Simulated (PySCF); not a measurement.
Species: TaH₄, net charge 0, doublet state. The spin state was set by rule; other spins were not relaxed. 
Coordinates optimised at B3LYP-D3(BJ)/def2-TZVP (Ansatz):
```
Ta
H 1 1.7756
H 1 1.7756 2 111.36
H 1 1.7756 2 111.36 3 117.78
H 1 1.7756 2 105.75 4 121.11
```
Charge 0, spin multiplicity 2.

Dispersion corrections to the total energy (kcal/mol) from the dftd3 and dftd4 libraries through PySCF: D3(BJ) without and D4 with the three-body term, each with the damping fitted for the functional named.

```csv
functional,D3(BJ),D4
PW6B95,?,-1.09
PBE0,?,-0.96
B2GP-PLYP,-1.30,-0.47
revPBE,-2.83,?
PBE,-1.19,-1.14
TPSSh,-1.42,-1.38
TPSS,-1.53,-1.53
```

Question: What belongs in the gaps?

Answer: 
- PW6B95, D3(BJ): -0.74
- PBE0, D3(BJ): -1.07
- revPBE, D4: -3.14
